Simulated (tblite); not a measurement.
C2Cl4 (SMILES ClC(Cl)=C(Cl)Cl), singlet, at a GFN2-xTB geometry; tblite with GFN1-xTB.

The tblite input:
```
$ tblite run mol.xyz --method gfn1 --charge 0 --spin 0 --etemp 2000 --json tblite.json --no-restart

# file mol.xyz
6

C      0.00305246     0.00262455     0.66926011
C     -0.00305246    -0.00262455    -0.66926011
Cl     0.00298418     1.45814059     1.57060993
Cl     0.01139454    -1.44577756     1.58195950
Cl    -0.00298418    -1.45814059    -1.57060993
Cl    -0.01139454     1.44577756    -1.58195950
```

The log (banner, timings and long lists left out):

```
xTB calculator
 | screened Coulomb repulsion
 | Coulomb electrostatics
 |  * isotropic Klopman-Ohno-Mataga-Nishimoto electrostatics
 |  * onsite third-order electrostatics
 | DFT-D3(BJ) dispersion correction

halogen bonding energy    0.0000000000000E+00 Eh
repulsion energy          8.2524097842615E-02 Eh
dispersion energy        -3.8193539863050E-03 Eh
number of electrons       3.6000000000000E+01 e
integral cutoff           1.8692496428791E+01 bohr

------------------------------------------------------------
  cycle        total energy    energy error   density error
------------------------------------------------------------
      1     -21.15882723590  -2.1237532E+01   4.3621948E-01
      2     -21.20221567554  -4.3388440E-02   2.7769258E-01
      3     -21.20225117165  -3.5496111E-05   8.6251965E-02
      4     -21.20306505752  -8.1388587E-04   1.8003493E-03
      5     -21.20306869291  -3.6353889E-06   2.5410155E-04
      6     -21.20306868497   7.9325879E-09   8.1707466E-05
      7     -21.20306869345  -8.4760750E-09   2.9363950E-08
------------------------------------------------------------

electronic energy        -2.1281773437307E+01 Eh
total energy             -2.1203068693451E+01 Eh

Post processing:
 | Mayer-Wiberg bond orders

[Info] JSON dump of results written to 'tblite.json'
```
